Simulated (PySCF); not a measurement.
FeBr2, SMILES [Br][Fe][Br] (connectivity only; charge and spin as stated), neutral, multiplicity 5.

Geometry: PBE-D3(BJ)/def2-SVP. The multiplicity is an assumed one; other spin states were not compared.

All values below come from PBE-D3(BJ)/def2-SVP (PySCF).

Frequencies are harmonic and unscaled.

Modes within 1.5 cm⁻¹ of each other (mostly degenerate sets) share a row, with their intensities summed.

Question: List the normal modes with their intensities. (Estimate from the structure and the level; the computed values follow.)

Answer: 
```json
[
 {"mode": "1–2", "ν (cm⁻¹)": "53", "IR (km/mol)": "18.9", "moving atoms (share of kinetic energy)": "Fe 74 %, Br 26 %"},
 {"mode": "3", "ν (cm⁻¹)": "209", "IR (km/mol)": "0.0", "moving atoms (share of kinetic energy)": "Br 100 %"},
 {"mode": "4", "ν (cm⁻¹)": "398", "IR (km/mol)": "101.9", "moving atoms (share of kinetic energy)": "Fe 74 %, Br 26 %"}
]
```
